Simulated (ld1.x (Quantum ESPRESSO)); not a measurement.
# S, TM: configuration errors across variants

```json
{"Element": "sulfur", "Generator": "ld1.x (Quantum ESPRESSO) 7.5", "Type": "norm-conserving Troullier–Martins (Kleinman–Bylander form)", "Functional": "PBE", "Relativity": "fully relativistic", "Frozen core": "[Ne]", "Valence charge": "6", "Reference configuration": "3s2 3p4", "Partial waves": "3s (bound): rc 1.00 bohr; 3d channel at -0.15 Ry: rc 1.15 bohr; 3p (bound): rc 1.25 bohr", "Local potential": "the p channel", "Core correction": "none"}
```

Open shells are filled in proportion to 2j + 1 (rel_dist='average').

All-electron excitation energies from the reference (eV): (1) 3s2 3p3 11.769; (2) 3s2 3p2 34.053; (3) 3s2 3p1 68.095; (4) 3s2 3p4.3 -1.709; (5) 3s2 3p0 114.892; (6) 3s1 3p5 10.311; (7) 3s2 3p3.5 4.660.

4 further variants failed, have other tests or another functional or relativity, and are left out.

Errors AE − PS in meV (a dash: test not solved or not reliable):

| change | (1) | (2) | (3) | (4) | (5) | (6) | (7) | bound ghosts |
| --- | --- | --- | --- | --- | --- | --- | --- | --- |
| base | +4.9 | +32 | +117 | +0.1 | +330 | +24 | +1.0 | none |
| wave 3p (bound): rc 1.25 bohr becomes 3p (bound): rc 1.64 bohr | +4.0 | +29 | +110 | +0.1 | +323 | +24 | +0.7 | none |
| wave 3d channel at -0.15 Ry: rc 1.15 bohr becomes 3d channel at -0.07 Ry: rc 1.15 bohr | +4.9 | +32 | +117 | +0.1 | +330 | +24 | +1.0 | none |
| all radii scaled by about 1.04 (s 1.04, p 1.30, d 1.20 bohr) | +4.2 | +28 | +102 | +0.1 | +296 | +14 | +0.8 | none |
| wave 3s (bound): rc 1.00 bohr becomes 3s (bound): rc 1.52 bohr | +3.1 | +19 | +63 | 0.0 | +165 | +0.6 | +0.7 | none |
| wave 3d channel at -0.15 Ry: rc 1.15 bohr becomes 3d channel at -0.15 Ry: rc 0.74 bohr | +4.9 | +32 | +117 | +0.1 | +330 | +24 | +1.0 | none |

Task: Give the same row for: core correction a·sin(br)/r model core inside 0.42 bohr.

Result: +4.6, +28, +87, +0.1, +200, -3.4, +1.0; bound ghosts: none.
